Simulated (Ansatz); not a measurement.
Consider the redistribution: `COB(F)OC` + `O[SiH2][SiH2]CCl` → `COB(Cl)OC` + `O[SiH2][SiH2]CF`.

Isolated molecules relaxed with PBE0-D4/def2-TZVP in Ansatz; ΔE leaves out vibrations. CCSD(T)/CBS adds triple-zeta CCSD(T) − MP2 to the extrapolated MP2 energy (def2 sets, frozen cores). Functionals use def2-TZVPP. One conformer a species, not always the lowest.

```
             level  ΔE (kJ/mol)
           ωB97X-V         86.6
            B2PLYP         90.9
CCSD(T)/def2-TZVPP         93.1
    CCSD/CBS(def2)         96.2
```

What does CCSD(T)/CBS give? (Best estimate.)

Computed: +94.9 kJ/mol. The listed levels differ from it by -8.3, -4.0, -1.8, 1.3 kJ/mol.

Largest T1 diagnostic among the species: 0.012.

From PBE to PBE0 (25 % exact exchange), in def2-TZVPP and without D4, ΔE moves by +6.0 kJ/mol.
